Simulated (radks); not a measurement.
The numbers below are computed, except where a source is named.
Charge is removed step by step from the 5p (averaged over the sub-levels emptied) level of neutral iridium, starting from [Xe] 4f14 5d7 6s2. Level of theory: Dirac Kohn-Sham, LDA (Slater exchange, Perdew-Wang correlation), spin-unpolarised, spherical densities, finite nucleus; open shells are shared between the two j in proportion to 2j + 1; Fermi nuclear charge, rms radius 5.4032 fm (a radial shooting solver on a logarithmic mesh with Libxc functionals).

| removed (e) | E - E(0) (eV) | eigenvalue (eV) | E minus straight line (eV) |
|---|---|---|---|
| 0 | 0.000 | -55.744 | 0.000 |
| 0.1 | 5.634 | -56.948 | -0.574 |
| 0.2 | 11.390 | -58.176 | -1.026 |
| 0.3 | 17.270 | -59.429 | -1.355 |
| 0.4 | 23.277 | -60.703 | -1.557 |
| 0.5 | 29.412 | -61.999 | -1.630 |
| 0.6 | 35.677 | -63.315 | -1.573 |
| 0.7 | 42.075 | -64.651 | -1.383 |
| 0.8 | 48.608 | -66.005 | -1.059 |
| 0.9 | 55.277 | -67.377 | -0.599 |
| 1 | 62.084 | -68.767 | 0.000 |

Removing the whole electron costs 62.084 eV by Delta-SCF, against 55.744 eV from minus the eigenvalue at the starting occupation. Slater's transition state (half an electron removed) gives 61.999 eV. Integrating minus the eigenvalue over the occupation (Janak's theorem) gives 62.084 eV. The mean slope of the eigenvalue, de/dn, is 13.0 eV per electron.
